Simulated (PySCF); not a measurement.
This PySCF input asks for the NMR shieldings of SMILES C=C(F)[Si@@H]1C[C@@H]1N(C)CC, C₇H₁₄FNSi; the geometry comes from GFN2-xTB.

```python
import basis_set_exchange as bse
import numpy as np
from pyscf import gto, dft
from pyscf.prop import nmr

atoms = """
C     2.542132   -0.727999    1.079964
C     2.810201   -0.656427   -0.213699
F     4.023180   -1.091289   -0.656823
Si    1.707996   -0.002841   -1.589568
C     0.623869    1.469429   -1.144662
C    -0.147830    0.145530   -1.228655
N    -0.697230   -0.387192   -0.012410
C    -0.737959   -1.836982   -0.046793
C    -2.022452    0.146088    0.282364
C    -2.009246    1.629291    0.624516
H     1.582977   -0.403620    1.436974
H     3.252822   -1.113204    1.791868
H     2.189803   -0.231521   -2.939499
H     0.366246    2.217043   -1.881277
H     0.715562    1.885520   -0.152638
H    -0.825788    0.082400   -2.088192
H     0.264217   -2.217190   -0.237885
H    -1.075318   -2.210033    0.919941
H    -1.413835   -2.224449   -0.825269
H    -2.714682   -0.026662   -0.563118
H    -2.406964   -0.407689    1.144010
H    -1.726422    2.227648   -0.236000
H    -1.309451    1.820790    1.433683
H    -3.003562    1.933123    0.944191
"""
names = dict.fromkeys(["C", "F", "Si", "N", "H"], "pcSseg-1")
basis = {el: gto.basis.parse(bse.get_basis(n, elements=[el], fmt="nwchem")) for el, n in names.items()}
mol = gto.M(atom=atoms, basis=basis, charge=0, verbose=0)
mf = dft.RKS(mol, xc="PBE0")
mf.grids.level = 2
mf.grids.alignment = dft.numint.BLKSIZE   # the property module wants whole blocks of grid points
mf.conv_tol = 1e-9
mf.kernel()

calc = nmr.RKS(mf)   # GIAO
C = mf.mo_coeff
Co = C[:, mf.mo_occ > 0]
resp = mf.gen_response(singlet=True, hermi=2)
def vind(x):   # induced exchange potential for any number of trial vectors
    d = np.einsum("pi,xij,qj->xpq", C, 2 * x.reshape(-1, C.shape[1], Co.shape[1]), Co, optimize=True)
    return np.einsum("xpq,pi,qj->xij", resp(d - d.transpose(0, 2, 1)), C, Co, optimize=True).ravel()
mo1, _ = nmr.rhf.solve_mo1(calc, with_cphf=vind)
sigma = calc.kernel(mo1)
for i, s in enumerate(sigma):   # ppm
    print("%2d %-2s %9.2f" % (i, mol.atom_pure_symbol(i), np.trace(s) / 3))
```

Question: What does it print?

Answer: 
```
 0 C      73.12
 1 C      10.22
 2 F     266.52
 3 Si    484.64
 4 C     170.46
 5 C     141.16
 6 N     205.05
 7 C     133.42
 8 C     127.35
 9 C     168.38
10 H      26.08
11 H      26.02
12 H      28.52
13 H      30.52
14 H      30.80
15 H      29.83
16 H      29.05
17 H      29.28
18 H      29.35
19 H      29.46
20 H      28.85
21 H      29.90
22 H      30.49
23 H      30.62
```

These numbers come from an equivalent density-fitted implementation of the same equations, which agrees with the script to about 0.01 ppm for H and up to a few tenths of a ppm for heavy atoms, so last digits may differ.

Question: Turn these shieldings into chemical shifts. Chemical shifts δ = σref − σ; $^{13}$C (σ = 186.93 ppm) and $^{29}$Si (σ = 349.16 ppm) and $^{1}$H (σ = 31.72 ppm) against TMS; CFCl3 for $^{19}$F (σ = 170.95 ppm); $^{15}$N (σ = 267.73 ppm) against NH3, all at this level.

Answer: Averaging equivalent atoms: C 1: 176.7; C 0: 113.8; C 8: 59.6; C 7: 53.5; C 5: 45.8; C 9: 18.5; C 4: 16.5; F 2: -95.6; Si 3: -135.5; N 6: 62.7; H 11: 5.70; H 10: 5.63; H 12: 3.19; H 20: 2.87; H 16/17/18: 2.49; H 19: 2.26; H 15: 1.89; H 21/22/23: 1.38; H 13: 1.20; H 14: 0.91 ppm. Unscaled 19F shifts against computed CFCl3 carry errors that often reach 10 to 50 ppm. Experimental scales use liquid or dissolved standards, which lie at an offset from isolated NH3 (liquid NH3: subtract about 20 ppm).

Size and cost of the density-fitted run: 247 basis functions, 71 s wall time on 1 thread of an Arm Neoverse V2, shared host; peak memory 1.2 GiB.
